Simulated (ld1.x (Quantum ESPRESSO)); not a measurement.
## Building the TM potential for aluminium (Al) (PBE, non-relativistic).

Al (Z = 13), norm-conserving Troullier–Martins (Kleinman–Bylander form), made with ld1.x (Quantum ESPRESSO) 7.5 (PBE, non-relativistic). Core [Ne], reference 3s2 3p1. Waves: 3s (bound): rc 1.65 bohr; 3p (bound): rc 2.35 bohr. Local part: all-electron potential smoothed inside 2.30 bohr (lloc = -2). Core correction: Bessel-smoothed model core, default radius (core density twice the valence density).

All-electron outer shells of the reference configuration (PBE, non-relativistic, ld1.x):

```csv
shell,level (eV),outermost node (bohr),outermost maximum (bohr)
2p,-69.68,–,0.43
3s,-7.73,0.80,2.09
3p,-2.72,0.82,2.64
```

What the tests gave:

- Cutoffs needed: 10 Ry and 30 Ry (the cutoffs (Ry, on a coarse ladder) from which the occupation-weighted sum of valence levels, in a spherical-Bessel basis at the reference potential, stays within 10 and 1 mRy of its value at 400 Ry)
- Ghost test: no extra level below or beside the all-electron valence levels (s, p, d, f tested) (spherical-Bessel basis up to 400 Ry, 20 bohr box)
- Largest excitation error: +13 meV (all-electron minus pseudo) for 3s1 3p0, out of 7 test configurations

Generation and tests took about 0.59 s on one core of a shared server CPU.
